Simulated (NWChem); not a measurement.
sulfur tetrafluoride (SF$_{4}$); SMILES FS(F)(F)F

```xyz
5

F      1.2205     0.0000     0.6168
S      0.0000     0.0000    -0.3878
F      0.0000    -1.6542    -0.2755
F      0.0000     1.6542    -0.2755
F     -1.2205     0.0000     0.6168
```
Atoms are numbered in this order, from 1.

Program: NWChem. Geometry optimised at PBE0/def2-SVP; all other runs use it. 

| quantity | level | value |
|---|---|---|
| vertical, lowest state with f > 0.02, singlet (eV) | PBE0/def2-SVPD, TDA | 6.63 |
| −ε(HOMO) (eV) | PBE/def2-SVP | 7.93 |
| isotropic polarisability (bohr³), static | PBE0/def2-SVPD | (withheld) |
| dipole in solution (D) in water | PBE0/def2-SVP, SMD | (withheld) |
| dipole (D) | PBE0/def2-SVP | 0.97 |
| highest harmonic frequency (cm⁻¹) | PBE0/def2-SVP | (withheld) |

Task: Some entries are withheld; supply them.

Result: 
- isotropic polarisability (bohr³), static, value: 28.8
- dipole in solution (D) in water, value: 1.08
- highest harmonic frequency (cm⁻¹), value: 908
